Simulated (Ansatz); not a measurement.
C3FN3Si, SMILES `N#C[Si](F)(C#N)C#N`. Total charge 0; spin multiplicity 1.

Cartesian coordinates in Å:
```
N 0.717 0.399 -2.738
C 0.522 0.369 -1.604
Si 0.203 0.309 0.189
F 0.968 1.476 0.902
C 0.772 -1.293 0.846
N 1.126 -2.309 1.254
C -1.588 0.476 0.485
N -2.720 0.573 0.667
```

Task: List the harmonic frequencies (cm⁻¹, unscaled) at PBE0-D4/def2-TZVP in Ansatz. (An estimate is asked.)

Result: The calculation gave: 88, 89, 109, 176, 176, 255, 350, 350, 407, 407, 420, 531, 709, 709, 978, 2349, 2349, 2350.

Task: Is this a minimum?

Result: Yes, all 18 modes are real.

Task: Give the ideal-gas thermochemistry at 298.15 K and 1 bar (rigid rotor, harmonic oscillator; point group C3v, symmetry number 3).

Result: Zero-point energy 76.6 kJ/mol; H(298) − E = 102.2 kJ/mol; entropy 379.8 J/(mol·K), of which translation 169.1, rotation 112.4, vibration 98.3; G(298) − E = -11.0 kJ/mol. Modes under 100 cm⁻¹ are hindered rotations or soft bends, so the harmonic entropy is rough.
